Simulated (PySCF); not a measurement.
System: CH4BS2, charge -1, multiplicity 1. It need not be the lowest isomer of its formula. Whether it binds its extra electron was not tested at this geometry. 
Coordinates optimised at B3LYP-D3(BJ)/def2-TZVP (Ansatz):
SMILES: [CH2-]B(S)S
```xyz
8

C     -1.6538     0.4069     0.9285
B     -0.4233     0.1080     0.2509
S      0.5974     1.3091    -0.8045
S      0.3253    -1.6320     0.2385
H     -2.1741     1.3578     0.8321
H     -2.1560    -0.3125     1.5708
H     -0.0224     2.4391    -0.4203
H      1.6302    -1.3001     0.2480
```
Charge -1, spin multiplicity 1.

Dispersion corrections to the total energy (kcal/mol) from the dftd3 and dftd4 libraries through PySCF: D3(BJ) without and D4 with the three-body term, each with the damping fitted for the functional named.

```tsv
functional	D3(BJ)	D4
B3LYP	-8.35	-8.36
r2SCAN	-1.26	[?]
revPBE	-11.18	-15.05
PBE	[?]	-5.12
HSE06	-3.27	-4.05
HF	[?]	-17.69
LC-wPBE	-4.58	-5.75
```

Q: What belongs in the gaps?

A: 
- r2SCAN, D4: -1.20
- PBE, D3(BJ): -4.54
- HF, D3(BJ): -34.22
